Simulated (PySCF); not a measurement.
# Basis-set dependence of AlSn at CCSD

PySCF, UHF reference; quartet, unpaired electrons σ ↑, π ↑↑; De to Al + Sn without counterpoise correction. Frozen cores follow the default of each basis and core potential.

| basis | relativity | functions | Re (Å) | ωe (cm⁻¹) | De (eV) | frozen orbitals |
| --- | --- | --- | --- | --- | --- | --- |
| cc-pV(D+d)Z/cc-pVDZ-PP | scalar-relativistic core potentials | 46 | 2.704 | 261 | 1.81 | 9 |
| x2c-SVPall | spin-free X2C | 54 | 2.676 | 268 | 1.90 | 23 |
| def2-SVPD | scalar-relativistic core potentials | 56 | 2.690 | 261 | 1.84 | 9 |
| aug-cc-pV(D+d)Z/aug-cc-pVDZ-PP | scalar-relativistic core potentials | 64 | 2.706 | 257 | 1.83 | 9 |

(1) How does each smaller set differ from the one with most functions, aug-cc-pV(D+d)Z/aug-cc-pVDZ-PP?

Correlated steps freeze the inner cores (9 to 23 orbitals); shallow outer-core shells are correlated. Correlated levels converge slowly with the basis: in double zeta they bind strong bonds too weakly, by up to about 1 eV, and carry superposition errors of some tenths. These are scalar-relativistic numbers at best; spin–orbit coupling would shift them, the dissociation energy most. The state is the lowest determinant that a PBE0 search found; another state may lie lower at other levels.

Results:

(1) cc-pV(D+d)Z/cc-pVDZ-PP: -0.2 pm, +1.6 % in ωe, -0.02 eV in De; x2c-SVPall: -3.0 pm, +4.3 % in ωe, +0.07 eV in De; def2-SVPD: -1.6 pm, +1.6 % in ωe, +0.01 eV in De. All at CCSD; the set with most functions is neither the basis-set limit nor always the best. The rows treat relativity differently, so the differences are not basis effects alone.
